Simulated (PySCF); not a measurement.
The scaffold HS-X carries different groups X. Gas-phase values, no solvent. One relaxed conformer stands for each flexible species; it need not be the lowest. Strings in code marks are SMILES.

Computed with PBE-D3(BJ)/def2-TZVP // B3LYP-D3(BJ)/def2-TZVP in PySCF. All candidates: neutral, multiplicity 1. Excitations are Tamm–Dancoff values on a coarser integration grid. The basis has no diffuse functions, so Rydberg states are missing or too high.

| Property | Value |
|---|---|
| T1 excitation (TDA) | 3.68 eV |
| LUMO | -1.66 eV |
| HOMO–LUMO gap | 4.05 eV |

### Question
Identify which member has these values.
A. `C[S@](=O)S` (O–S–S–H torsion 85°)
B. `CSS` (C–S–S–H torsion 87°)
C. `CC(C)(C)S` (C–C–S–H torsion 180°)
D. `CNS` (C–N–S–H torsion 61°)

### Answer
B, `CSS` (C–S–S–H torsion 87°). The others give `CC(C)(C)S` (C–C–S–H torsion 180°): 4.65 eV, -0.51 eV, 4.95 eV; `C[S@](=O)S` (O–S–S–H torsion 85°): 3.38 eV, -2.23 eV, 3.74 eV; `CNS` (C–N–S–H torsion 61°): 4.48 eV, -0.76 eV, 4.85 eV
